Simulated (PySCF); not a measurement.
Compound: C4H3FO2.
Atom-mapped SMILES: `[O:1]=[C:2]1[CH:3]=[CH:4][C@H:5]([F:6])[O:7]1` (hydrogens: H8 on C3; H9 on C4; H10 on C5)

Computed by this run: PBE/6-31G* geometry optimisation, gas phase (PySCF); density fitting, grid level 1; the optimiser is geomeTRIC in internal coordinates, started from a GFN2-xTB structure.

Step 0: E = -10994.9083 eV
```
atom  x, y, z in Å  |  force x, y, z in eV/Å
O1      2.3733   -0.9944    0.0585    1.813  -0.794   0.088
C2      1.2673   -0.5569    0.0256   -0.790   1.229  -0.133
C3      0.8101    0.8586   -0.0485    0.385  -0.169  -0.023
C4     -0.5145    0.8671   -0.0869   -0.491  -0.362   0.035
C5     -0.9979   -0.5602   -0.0279   -0.464   0.426  -0.273
F6     -1.7469   -0.7771    1.0959   -0.368  -0.042   0.631
O7      0.1486   -1.3438    0.0192   -0.192  -1.287  -0.051
H8      1.4988    1.6803   -0.0607    0.432   0.506   0.020
H9     -1.2014    1.6905   -0.1186   -0.383   0.585  -0.035
H10    -1.6284   -0.8596   -0.8791    0.057  -0.091  -0.261
```

Question: Estimate the geometry and energy of step 1. (The exact step hangs on the optimiser's Hessian estimate; all steps are aligned on step 0, rigid shifts and turns removed.)

Answer: E = -10994.9908 eV, largest force 0.165 eV/Å
```
atom  x, y, z in Å  |  force x, y, z in eV/Å
O1      2.4027   -1.0050    0.0542   -0.011   0.044  -0.012
C2      1.2817   -0.5501    0.0176    0.046  -0.157   0.023
C3      0.8144    0.8591   -0.0539    0.047   0.127  -0.017
C4     -0.5257    0.8639   -0.0817   -0.057   0.095   0.014
C5     -1.0162   -0.5624   -0.0247   -0.020  -0.062   0.017
F6     -1.7767   -0.7720    1.1130    0.020   0.023  -0.053
O7      0.1452   -1.3697    0.0211    0.022  -0.033   0.013
H8      1.5102    1.6994   -0.0590   -0.029  -0.017  -0.001
H9     -1.2066    1.7178   -0.1140    0.018  -0.027   0.009
H10    -1.6202   -0.8764   -0.8952   -0.035   0.007   0.005
```

The energy changes by -0.0824 eV. The first-order estimate −F·Δx gives -0.1685 eV and the mean of the old and new forces, exact on a quadratic surface, -0.0830 eV. The step makes an angle of 46° with the force vector and moves no atom by more than 0.035 Å.

What follows is the cost of the whole optimisation. Time: 41 s of wall time; peak memory 0.45 GiB. Hardware: one thread, Arm Neoverse N1 (aarch64), no GPU (shared host).
